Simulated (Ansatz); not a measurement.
One change: `C#CCCl` becomes `C#CC[SiH2]F`.

Ansatz, PBE0-D4/def2-TZVP geometries, multiplicity 1. Each molecule was computed in one conformer, which needn't be the lowest.

| property | `C#CCCl` |
| --- | --- |
| LUMO energy (PBE0/def2-TZVPP) / eV | -0.35 |
| size of the dipole moment (ωB97M-V/def2-TZVPP) / D | 1.64 |
| HOMO–LUMO gap (PBE/def2-TZVPP) / eV | 5.48 |
| zero-point energy (PBE0-D4/def2-TZVP) / kJ/mol | 125.2 |
| HOMO energy (ωB97M-V/def2-TZVPP) / eV | -10.42 |
| size of the dipole moment (PBE/def2-TZVPP) / D | 1.59 |

Task: Give the same properties after the change, and the shifts. (Estimate.)

Result: The calculation gave: 
```
                                          property  `C#CC[SiH2]F`  shift
                LUMO energy (PBE0/def2-TZVPP) / eV           0.20   0.55
size of the dipole moment (ωB97M-V/def2-TZVPP) / D           0.87  -0.77
               HOMO–LUMO gap (PBE/def2-TZVPP) / eV           5.81   0.33
    zero-point energy (PBE0-D4/def2-TZVP) / kJ/mol          174.7   49.5
             HOMO energy (ωB97M-V/def2-TZVPP) / eV          -9.95   0.47
    size of the dipole moment (PBE/def2-TZVPP) / D           0.80  -0.79
```

With PBE0 the HOMO rises by 0.42 eV and the LUMO rises by 0.55 eV, so the gap widens by about 0.13 eV. PBE moves the HOMO by 0.34 eV and ωB97M-V by 0.47 eV. The zero-point energy changes by 49.5 kJ/mol with +9 modes. Dipoles are sizes alone; their direction can turn.
